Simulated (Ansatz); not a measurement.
**Relaxing a trial structure of C5H12Ge**

The starting geometry of this gas-phase singlet was optimised with GFN2-xTB; its bonds are those of `C[C@H]1C[C@H]([GeH3])C1`.

```yaml
atoms:
  - { symbol: C, position_ang: [-0.6614, 0.1434, -2.3348] }
  - { symbol: C, position_ang: [0.5667, 0.2052, -1.4437] }
  - { symbol: C, position_ang: [0.2851, 0.1718, 0.0687] }
  - { symbol: C, position_ang: [1.0977, -1.1299, 0.1929] }
  - { symbol: C, position_ang: [1.3602, -1.1078, -1.3242] }
  - { symbol: Ge, position_ang: [2.7039, -1.0204, 1.3347] }
  - { symbol: H, position_ang: [-0.3696, 0.0197, -3.3761] }
  - { symbol: H, position_ang: [-1.2951, -0.6950, -2.0528] }
  - { symbol: H, position_ang: [-1.2424, 1.0595, -2.2463] }
  - { symbol: H, position_ang: [1.1901, 1.0520, -1.7404] }
  - { symbol: H, position_ang: [-0.7703, 0.0705, 0.3188] }
  - { symbol: H, position_ang: [0.6933, 1.0204, 0.6190] }
  - { symbol: H, position_ang: [0.4857, -1.9795, 0.5009] }
  - { symbol: H, position_ang: [2.3582, -0.8354, 2.7798] }
  - { symbol: H, position_ang: [3.5518, -2.2505, 1.2325] }
  - { symbol: H, position_ang: [3.5563, 0.1392, 0.9244] }
  - { symbol: H, position_ang: [0.9199, -1.9413, -1.8698] }
  - { symbol: H, position_ang: [2.4104, -1.0239, -1.6061] }
```

Task: Where would you expect an optimisation with PBE0-D3(BJ)/def2-SVP to take it?

Result: It keeps its bonds, and is `C[C@H]1C[C@H]([GeH3])C1`.

The energy falls by 0.14 eV over 14 steps:

```tsv
step	E − E(last) (eV)
1	0.144
2	0.046
4	0.040
5	0.039
7	0.032
8	0.029
10	0.006
11	0.001
13	0.000
14	0.000
```

Final geometry (Å):

```xyz
18

C    -0.4398    0.3943   -2.3945
C     0.5776    0.0811   -1.3211
C     0.1051   -0.0744    0.1399
C     1.0890   -1.2576    0.3036
C     1.1703   -1.3416   -1.2395
Ge    2.7781   -0.7929    1.1803
H     0.0116    0.3551   -3.3987
H    -1.2717   -0.3287   -2.3727
H    -0.8675    1.4008   -2.2604
H     1.3992    0.8162   -1.3619
H    -0.9428   -0.4147    0.1866
H     0.2080    0.7973    0.8066
H     0.6865   -2.1483    0.8111
H     2.5419   -0.4796    2.6719
H     3.7834   -1.9570    1.0650
H     3.3934    0.4538    0.5096
H     0.4663   -2.0909   -1.6380
H     2.1517   -1.5149   -1.7103
```

The end wasn't checked by frequencies. Run with Ansatz 0.2.0, 70 s on 2 threads of Intel(R) Xeon(R) Platinum 8488C (Sapphire Rapids), on a shared host.
